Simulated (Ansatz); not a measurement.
Ansatz (a program for electronic structure) input for B(H)(Me)(NCO) (C2H4BNO), SMILES B(C)N=C=O, CAM-B3LYP/def2-SVPD. The structure is a stationary point at B3LYP-D3(BJ)/def2-SVP. One conformer was computed; it need not be the lowest.

Ansatz 0.2 input:
```yaml
crystal:
  periodic: [false, false, false]
  atoms:
    - {symbol: B, position_ang: [-0.61646922, -1.18586150, 0.00000000]}
    - {symbol: H, position_ang: [-1.80183043, -1.43167486, 0.00000000]}
    - {symbol: C, position_ang: [0.43833160, -2.34148975, -0.00000000]}
    - {symbol: H, position_ang: [0.26714221, -2.99341708, -0.87646705]}
    - {symbol: H, position_ang: [1.48647113, -2.00896136, 0.00000000]}
    - {symbol: H, position_ang: [0.26714221, -2.99341707, 0.87646705]}
    - {symbol: N, position_ang: [-0.23995026, 0.18042546, -0.00000001]}
    - {symbol: C, position_ang: [-0.00394391, 1.35568596, 0.00000000]}
    - {symbol: O, position_ang: [0.24209334, 2.50107780, 0.00000000]}
basis:
  gaussian:
    orbitals: def2-SVPD
hamiltonian:
  xc: {name: CAM-B3LYP}
```

Log of the run:

```
WARN ansatz: RAYON_NUM_THREADS=1 ignored (pool sized by the plan → 1); use --threads N
Functional definition: CAM-B3LYP
integrals: 0.06 GiB planned
1113 factors; their error is unknown
integrals: 0.09 GiB planned
453 factors; integrals over basis functions are off by at most 3.6e-5 eV
mean field: 0.64 GiB planned
mean field evaluation 1: about -6339.8710 eV, gradient 5.7e1 eV
mean field evaluation 2: about -6338.4975 eV, gradient 6.6e1 eV
mean field evaluation 4: about -6346.1935 eV, gradient 3.2e0 eV
mean field evaluation 8: about -6346.2141 eV, gradient 5.8e-2 eV
mean field evaluation 16: about -6346.1982 eV, gradient 3.2e-5 eV
mean field -6346.19815825 eV, -233.2184807082 hartree, gradient 3.2e-5 eV, S^2 0.000000; 0 other end points of the search recorded, 0 dependent functions left out
reference -6346.19829995 eV, -233.2184859155 hartree; 18, 18 occupied and 117, 117 virtual orbitals, 1113 factors
Total energy: -6346.19829995 eV, -233.2184859155 hartree
```

The run converged.

Cost: very roughly 2.0 core-seconds.
